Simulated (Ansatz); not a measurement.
A nudged elastic band was laid between two geometries of C₂H₆GeS (10 atoms, charge 0, multiplicity 1).

The calculation used RKS r2SCAN/def2-SVP (Ansatz).

| Property | Result |
| --- | --- |
| movable images | 6 |
| climbing image | no |
| spring | 5.0 eV/Å² |
| optimiser | quadratic models (default) |
| start path | through a guess of the saddle point |
| force threshold | 0.05 eV/Å |
| iteration limit | 60 |
| end points | relaxed |

Initial state:

```xyz
10
Properties=species:S:1:pos:R:3
C -0.753 0.297 -1.143
C -0.386 -0.463 0.108
S 1.055 -1.662 -0.043
Ge 1.052 0.110 1.275
H -1.183 -0.381 -1.900
H -1.505 1.072 -0.919
H 0.124 0.784 -1.595
H -1.238 -0.934 0.618
H 0.994 -0.155 2.778
H 1.924 1.281 0.826
```

Final state:

```xyz
10
Properties=species:S:1:pos:R:3
C -0.759 0.331 -1.130
C -0.463 -0.353 0.183
S 0.678 -1.846 0.102
Ge 1.150 0.015 1.194
H 0.163 0.566 -1.682
H -1.377 -0.315 -1.777
H -1.314 1.270 -0.962
H -1.353 -0.570 0.791
H 1.154 -0.071 2.719
H 2.204 0.922 0.563
```

(1) What changes between the two ends?

(2) What energy profile does the band end with?

(3) What is the geometry of the highest image?

The band took 15 iterations and of the order of 7 core-minutes.

## Answers

(1) No bond is made or broken. The dihedral H7–C1–C2–Ge4 goes from 32 to -89°. The two ends are copies of one structure, up to a mirror image or an exchange of like atoms.

(2) The run converged. The highest image is number 2 of 0 to 7, 13.6 kJ/mol above the ends, which have the same energy within 2 meV. The profile has 2 maxima (images 2, 5) with wells between them (image 4): this band takes more than one step, which may be the mechanism or a detour left from its start path. No image climbed, so the highest image needn't sit at the top of the path.

```json
{"image": "0", "path coordinate (Å)": "0.00", "energy (kJ/mol)": "0.0", "dihedral H7–C1–C2–Ge4 (°)": "32"}
{"image": "1", "path coordinate (Å)": "0.95", "energy (kJ/mol)": "8.7", "dihedral H7–C1–C2–Ge4 (°)": "66"}
{"image": "2", "path coordinate (Å)": "1.89", "energy (kJ/mol)": "13.6", "dihedral H7–C1–C2–Ge4 (°)": "100"}
{"image": "3", "path coordinate (Å)": "2.84", "energy (kJ/mol)": "2.7", "dihedral H7–C1–C2–Ge4 (°)": "134"}
{"image": "4", "path coordinate (Å)": "3.79", "energy (kJ/mol)": "2.6", "dihedral H7–C1–C2–Ge4 (°)": "168"}
{"image": "5", "path coordinate (Å)": "4.74", "energy (kJ/mol)": "13.6", "dihedral H7–C1–C2–Ge4 (°)": "-157"}
{"image": "6", "path coordinate (Å)": "5.69", "energy (kJ/mol)": "8.7", "dihedral H7–C1–C2–Ge4 (°)": "-123"}
{"image": "7", "path coordinate (Å)": "6.63", "energy (kJ/mol)": "0.0", "dihedral H7–C1–C2–Ge4 (°)": "-89"}
```

(3) 
```xyz
10
Properties=species:S:1:pos:R:3
C -0.742 0.281 -1.169
C -0.308 -0.526 0.049
S 1.311 -1.478 -0.090
Ge 0.962 0.150 1.353
H -1.819 0.146 -1.353
H -0.559 1.361 -1.057
H -0.205 -0.048 -2.072
H -1.090 -1.171 0.470
H 0.875 -0.239 2.828
H 1.658 1.473 1.043
```

The run took 3.8 min on 2 threads of Intel(R) Xeon(R) Platinum 8488C (Sapphire Rapids) (shared host), peak memory 0.19 GiB.
